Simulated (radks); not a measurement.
Results of a calculation; reference values are marked as such.
All-electron atom: Ti5+ in [Ne] 3s2 3p5.

Code: a radial shooting solver on a logarithmic mesh with Libxc functionals. Model: scalar-relativistic Kohn-Sham, PBE, spin-unpolarised, spherical densities, point nucleus.

Energy parts (eV):
total: -23035.758
kinetic: 23235.063
electron-nucleus: -53429.881
Hartree: 8238.093
exchange-correlation: -1079.033

Orbitals (lengths in bohr, moments of r in powers of bohr; r(max) is where P^2 peaks):
orbital  occ.  eigenvalue (eV)     <r^2>   r(max)
1s          2        -4950.544  0.006513  0.04555
2s          2        -618.4695    0.1245   0.2688
2p          6        -525.8929    0.1033   0.2195
3s          2        -135.2217     1.042   0.8484
3p          5        -110.3077     1.148   0.8670

The highest occupied level is 3p at -110.31 eV. The density falls to 0.001 e/bohr^3 at r = 2.40 bohr.
